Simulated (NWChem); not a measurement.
System: AlSi2H6F; SMILES [Al]([SiH3])([F])[SiH3]

NWChem input:

```
start job
memory heap 200 mb stack 900 mb global 1100 mb
geometry units angstroms noautoz
  Al    -0.451813     0.000184    -0.002915
  F     -2.122737    -0.002228    -0.010160
  Si     0.635125     2.213937     0.059481
  H      2.016196     2.152458    -0.502137
  H      0.756350     2.698454     1.467025
  H     -0.123224     3.244483    -0.705819
  Si     0.638029    -2.212495    -0.054738
  H      2.041940    -2.134852     0.444658
  H      0.697401    -2.737692    -1.451470
  H     -0.084643    -3.220737     0.772613
end
basis spherical
  * library def2-svp
end
dft
  xc r2scan
  iterations 150
  mulliken
end
task dft energy
```

Excerpt of the output:

```
             Northwest Computational Chemistry Package (NWChem) 7.3.0
             --------------------------------------------------------

 C1  symmetry detected

                             Geometry "geometry" -> ""
                             -------------------------

 Output coordinates in angstroms (scale by  1.889725989 to convert to a.u.)

  No.       Tag          Charge          X              Y              Z
 ---- ---------------- ---------- -------------- -------------- --------------
    1 Al                  13.0000    -0.41878263     0.00018503    -0.00032790
    2 F                    9.0000    -2.08972278    -0.00184736     0.00011076
    3 Si                  14.0000     0.66891759     2.21444287    -0.00083746
    4 H                    1.0000     2.04739597     2.13781982    -0.56694507
    5 H                    1.0000     0.79667580     2.73558260     1.39297873
    6 H                    1.0000    -0.09269074     3.22486902    -0.78937667
    7 Si                  14.0000     0.67032292    -2.21346295     0.00079858
    8 H                    1.0000     2.07651687    -2.12325685     0.49158604
    9 H                    1.0000     0.72320022    -2.77504728    -1.38196830
   10 H                    1.0000    -0.04878599    -3.19946535     0.85753545

 Effective nuclear repulsion energy (a.u.)     236.1718688802

                                 NWChem DFT Module
                                 -----------------

 Summary of "ao basis" -> "ao basis" (spherical)
 ------------------------------------------------------------------------------
       Tag                 Description            Shells   Functions and Types
 ---------------- ------------------------------  ------  ---------------------
 Al                         def2-svp                 8       18   4s3p1d
 F                          def2-svp                 6       14   3s2p1d
 Si                         def2-svp                 8       18   4s3p1d
 H                          def2-svp                 3        5   2s1p

            General Information
            -------------------
          SCF calculation type: DFT
          Wavefunction type:  closed shell.
          No. of atoms     :    10
          No. of electrons :    56
           Alpha electrons :    28
            Beta electrons :    28
          Charge           :     0
          Spin multiplicity:     1
          Use of symmetry is: off; symmetry adaption is: off
          Maximum number of iterations: 150
          AO basis - number of functions:    98
                     number of shells:    48
          Convergence on energy requested:  1.00D-06
          Convergence on density requested:  1.00D-05
          Convergence on gradient requested:  5.00D-04

              XC Information
              --------------
                      r^2SCAN Method XC Functional
               r^2SCAN metaGGA Exchange Functional  1.000
                     r^2SCAN Correlation Potential  1.000

             Grid Information
             ----------------
          Grid used for XC integration:  medium
          Radial quadrature: Mura-Knowles
          Angular quadrature: Lebedev.
          Tag              B.-S. Rad. Rad. Pts. Rad. Cut. Ang. Pts.
          ---              ---------- --------- --------- ---------
          Al                  1.25       88          10.0       590
          F                   0.50       49          12.0       434
          Si                  1.10       88          13.0       590
          H                   0.35       45          14.0       434
          Grid pruning is: on
          Number of quadrature shells:   583
          Spatial weights used:  Erf1

      Superposition of Atomic Density Guess
      -------------------------------------

 Sum of atomic energies:        -921.55669130

      Non-variational initial energy
      ------------------------------

 Total energy =    -922.279103
 1-e energy   =   -1750.085081
 2-e energy   =     591.634108
 HOMO         =      -0.251011
 LUMO         =      -0.020615

     ---------------------------------------------
      Total Density - Mulliken Population Analysis
     ---------------------------------------------

    Atom       Charge   Shell Charges
 -----------   ------   -------------------------------------------------------
    1 Al  13    11.92   2.00  1.99  0.93  0.22  5.93  0.51  0.23  0.11
    2 F    9     9.69   1.99  1.16  0.79  3.58  2.17  0.00
    3 Si  14    14.02   2.00  1.99  1.03  0.34  5.94  1.17  1.47  0.08
    4 H    1     1.05   0.69  0.36  0.01
    5 H    1     1.06   0.69  0.36  0.01
    6 H    1     1.06   0.69  0.36  0.01
    7 Si  14    14.02   2.00  1.99  1.03  0.34  5.94  1.17  1.47  0.08
    8 H    1     1.05   0.69  0.36  0.01
    9 H    1     1.06   0.69  0.36  0.01
   10 H    1     1.06   0.69  0.36  0.01

   convergence    iter        energy       DeltaE   RMS-Dens  Diis-err
 ---------------- ----- ----------------- --------- --------- ---------
 d= 0,ls=0.0,diis     1   -924.3754575865 -1.16D+03  2.19D-02  6.15D-01
 d= 0,ls=0.0,diis     2   -924.0461066677  3.29D-01  1.49D-02  4.19D+00
 d= 0,ls=0.0,diis     3   -924.4533748302 -4.07D-01  1.62D-03  9.02D-03
 d= 0,ls=0.0,diis     4   -924.4541024585 -7.28D-04  6.70D-04  2.59D-03
 d= 0,ls=0.0,diis     5   -924.4546388071 -5.36D-04  1.13D-04  6.06D-05
  Resetting Diis
 d= 0,ls=0.0,diis     6   -924.4546523690 -1.36D-05  2.75D-05  3.94D-06
 d= 0,ls=0.0,diis     7   -924.4546531782 -8.09D-07  9.06D-06  1.59D-07

         Total DFT energy =     -924.454653178250
      One electron energy =    -1753.162124393815
           Coulomb energy =      665.587491316727
    Exchange-Corr. energy =      -73.051888981351
 Nuclear repulsion energy =      236.171868880188

 Numeric. integr. density =       56.000002780825

                       DFT Final Molecular Orbital Analysis
                       ------------------------------------

 Vector   26  Occ=2.000000D+00  E=-3.247209D-01
              MO Center=  9.2D-01, -7.1D-04, -1.0D-02, r^2= 8.5D+00
   Bfn.  Coefficient  Atom+Function         Bfn.  Coefficient  Atom+Function
  ----- ------------  ---------------      ----- ------------  ---------------
    84     -0.248088   8 H  s                51      0.241359   4 H  s
    61     -0.215188   6 H  s                94      0.208511  10 H  s
    73     -0.184640   7 Si px               40      0.183256   3 Si px
    76     -0.159500   7 Si px               43      0.158226   3 Si px
    85     -0.127662   8 H  s                52      0.124667   4 H  s

 Vector   27  Occ=2.000000D+00  E=-3.124663D-01
              MO Center=  3.5D-01,  5.4D-03, -1.5D-03, r^2= 5.1D+00
   Bfn.  Coefficient  Atom+Function         Bfn.  Coefficient  Atom+Function
  ----- ------------  ---------------      ----- ------------  ---------------
     3      0.378426   1 Al s                22      0.246611   2 F  px
     2      0.216291   1 Al s                 8      0.178459   1 Al px
    84     -0.169484   8 H  s                51     -0.167154   4 H  s
    25     -0.155540   2 F  px               40     -0.143811   3 Si px
    73     -0.143143   7 Si px               41     -0.120045   3 Si py

 Vector   28  Occ=2.000000D+00  E=-2.430083D-01
              MO Center=  2.7D-01,  4.7D-05, -1.9D-04, r^2= 5.4D+00
   Bfn.  Coefficient  Atom+Function         Bfn.  Coefficient  Atom+Function
  ----- ------------  ---------------      ----- ------------  ---------------
    44     -0.267252   3 Si py               77     -0.268165   7 Si py
     9      0.256804   1 Al py               36      0.234312   3 Si s
    69     -0.233616   7 Si s                41     -0.224366   3 Si py
    74     -0.224669   7 Si py               23      0.160405   2 F  py
    43     -0.141207   3 Si px               76      0.139994   7 Si px

 Vector   29  Occ=0.000000D+00  E=-9.768612D-02
              MO Center= -1.1D-01, -2.1D-03, -1.0D-03, r^2= 4.5D+00
   Bfn.  Coefficient  Atom+Function         Bfn.  Coefficient  Atom+Function
  ----- ------------  ---------------      ----- ------------  ---------------
    13      0.574630   1 Al pz               10      0.353837   1 Al pz
    57     -0.260217   5 H  s                90      0.259785   9 H  s
    78      0.232996   7 Si pz               45      0.230439   3 Si pz
     7     -0.180715   1 Al pz               95     -0.180026  10 H  s
    62      0.168023   6 H  s                24      0.164665   2 F  pz

 Vector   30  Occ=0.000000D+00  E=-3.900391D-02
              MO Center=  1.7D-01,  4.9D-03,  7.7D-04, r^2= 6.0D+00
   Bfn.  Coefficient  Atom+Function         Bfn.  Coefficient  Atom+Function
  ----- ------------  ---------------      ----- ------------  ---------------
    11      0.614682   1 Al px               43      0.500638   3 Si px
    76      0.496594   7 Si px               62      0.422645   6 H  s
    95      0.403303  10 H  s                36     -0.350687   3 Si s
    85     -0.348708   8 H  s                 4      0.344029   1 Al s
    69     -0.344850   7 Si s                52     -0.340487   4 H  s

 Vector   31  Occ=0.000000D+00  E=-2.125810D-02
              MO Center= -5.2D-02,  4.3D-03,  2.4D-03, r^2= 6.1D+00
   Bfn.  Coefficient  Atom+Function         Bfn.  Coefficient  Atom+Function
  ----- ------------  ---------------      ----- ------------  ---------------
     4      1.443189   1 Al s                36     -0.736881   3 Si s
    69     -0.737785   7 Si s                44      0.538459   3 Si py
    77     -0.531371   7 Si py                3      0.388801   1 Al s
    35     -0.339810   3 Si s                68     -0.337592   7 Si s
     2      0.253596   1 Al s                11      0.229576   1 Al px

     ---------------------------------------------
      Total Density - Mulliken Population Analysis
     ---------------------------------------------

[...]
```

Level: r2SCAN/def2-SVP. The geometry was optimised at B3LYP/6-31G* (spherical d).
